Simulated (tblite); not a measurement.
C3H9ClSi2.
Atom-mapped SMILES: `[SiH3:1]/[CH:2]=[CH:3]/[SiH2:4][CH2:5][Cl:6]` (hydrogens: H7, H8, H9 on Si1; H10 on C2; H11 on C3; H12, H13 on Si4; H14, H15 on C5)

Computed with GFN2-xTB (tblite), gas phase: Langevin dynamics at 200 K from the optimised GFN2-xTB geometry, time step 0.5 fs, friction 0.01 fs⁻¹, 2000 steps.

Start geometry:
```
atom  x, y, z in Å
Si1     2.885    0.301   -0.428
C2      1.006    0.225   -0.314
C3      0.280   -0.891   -0.265
Si4    -1.592   -1.006   -0.111
C5     -2.380    0.734   -0.239
Cl6    -1.934    1.716    1.185
H7      3.413   -1.041   -0.677
H8      3.252    1.196   -1.530
H9      3.417    0.828    0.830
H10     0.488    1.176   -0.264
H11     0.804   -1.840   -0.307
H12    -1.979   -1.582    1.180
H13    -2.151   -1.790   -1.220
H14    -3.466    0.694   -0.253
H15    -2.048    1.287   -1.114
```

The statistics below take the 31 frames saved every 25 fs from 250 to 1000 fs; their kinetic temperature (all 3N coordinates) averages 202 K.

**Question.** Give the mean, spread and extremes of the bond lengths.

**Answer.** 
```tsv
bond	start (Å)	mean (Å)	standard deviation (Å)	shortest (Å)	longest (Å)
Si1–C2	1.884	1.889	0.033	1.824	1.987
C2=C3	1.333	1.335	0.019	1.290	1.366
C3–Si4	1.881	1.888	0.023	1.841	1.932
Si4–C5	1.914	1.918	0.026	1.882	1.997
C5–Cl6	1.787	1.789	0.018	1.749	1.837
Si1–H7	1.464	1.469	0.023	1.427	1.514
Si1–H8	1.466	1.471	0.036	1.421	1.562
Si1–H9	1.465	1.476	0.040	1.394	1.569
C2–H10	1.084	1.084	0.020	1.040	1.126
C3–H11	1.085	1.091	0.035	1.031	1.161
Si4–H12	1.465	1.467	0.022	1.428	1.531
Si4–H13	1.470	1.473	0.025	1.423	1.521
C5–H14	1.087	1.091	0.021	1.051	1.134
C5–H15	1.088	1.087	0.016	1.058	1.121
```

**Question.** Give the same statistics for bond angles, one of each kind among heavy atoms.

**Answer.** 
```json
{"angle": "Si1–C2–C3", "start (°)": "125.4", "mean (°)": "125.5", "standard deviation (°)": "3.0", "smallest (°)": "119.0", "largest (°)": "131.6"}
{"angle": "C2–C3–Si4", "start (°)": "126.6", "mean (°)": "125.0", "standard deviation (°)": "3.4", "smallest (°)": "116.1", "largest (°)": "131.8"}
{"angle": "C3–Si4–C5", "start (°)": "110.4", "mean (°)": "107.5", "standard deviation (°)": "3.7", "smallest (°)": "101.2", "largest (°)": "116.0"}
{"angle": "Si4–C5–Cl6", "start (°)": "110.1", "mean (°)": "108.7", "standard deviation (°)": "4.6", "smallest (°)": "96.9", "largest (°)": "115.7"}
```

**Question.** Follow the torsions C2–C3–Si4–C5 and C3–Si4–C5–Cl6 through every second one of these frames.

**Answer.** 
```
t (fs)  C2–C3–Si4–C5 (°)  C3–Si4–C5–Cl6 (°)
   250               -18                -59
   300               -12                -64
   350               -13                -51
   400               -10                -47
   450               -21                -42
   500               -16                -53
   550               -12                -51
   600                 5                -59
   650                30                -67
   700                40                -78
   750                34                -72
   800                32                -65
   850                39                -72
   900                41                -83
   950                35                -91
  1000                25                -77
```

Largest departure from the start value over all these frames: C2–C3–Si4–C5 35° (start 7°), C3–Si4–C5–Cl6 26° (start -68°).

The run is classical and short, so these are rough statistics of one trajectory.

The cost below is that of the whole dynamics run. Hardware: one thread, Arm Neoverse V2 (aarch64), shared host with 96 logical CPUs at a one-minute load of 44. Cost: 12 s wall, 0.18 GiB resident at most.
